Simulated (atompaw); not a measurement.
## Cutoff test, B (Z = 5), PAW (atompaw)

boron, PAW, made with atompaw 4.2.0.5 (PBE, scalar-relativistic). Core [He], reference 2s2 2p1. Waves: 2s (bound): rc 3.00 bohr; 2s channel at 1.35 Ry: rc 3.00 bohr; 2p (bound): rc 3.00 bohr; 2p channel at 2.4 Ry: rc 3.00 bohr; 3d channel at 0.15 Ry: rc 3.00 bohr; 3d channel at 2.5 Ry: rc 3.00 bohr. Local part: vpsmatchnc scheme with l = 3 at 0.5 Ry, radius 2.05 bohr. Core correction: smooth core density matched at 2.60 bohr. Augmentation charge: sinc compensation charge, radius 2.50 bohr; PAW radius 3.00 bohr; waves and projectors: custom polynom vanderbiltortho.

The pseudo-atom Hamiltonian at the reference potential is diagonalised in spherical Bessel functions j_l(qr) that vanish at 20 bohr, with q² up to the cutoff. All-electron valence levels (Ry): 2s -0.6941, 2p -0.2651.

**Question.** How do the lowest levels (Ry) of each channel move with the cutoff, and are there ghosts?

**Answer.**

```tsv
cutoff (Ry)	s #1	s #2	p #1	d #1	d #2	f #1	Σ f·Δε (mRy)
8	-0.6940	-0.0123	-0.2649	0.0661	0.1601	0.1129	0.3
10	-0.6940	-0.0123	-0.2649	0.0661	0.1601	0.1129	0.2
12	-0.6940	-0.0123	-0.2650	0.0661	0.1601	0.1129	0.1
400	-0.6940	-0.0123	-0.2651	0.0661	0.1601	0.1129	0.0
```

Result: no extra level below or beside the all-electron valence levels (s, p, d, f tested); 10 mRy is reached at 6 Ry and 1 mRy at 8 Ry.
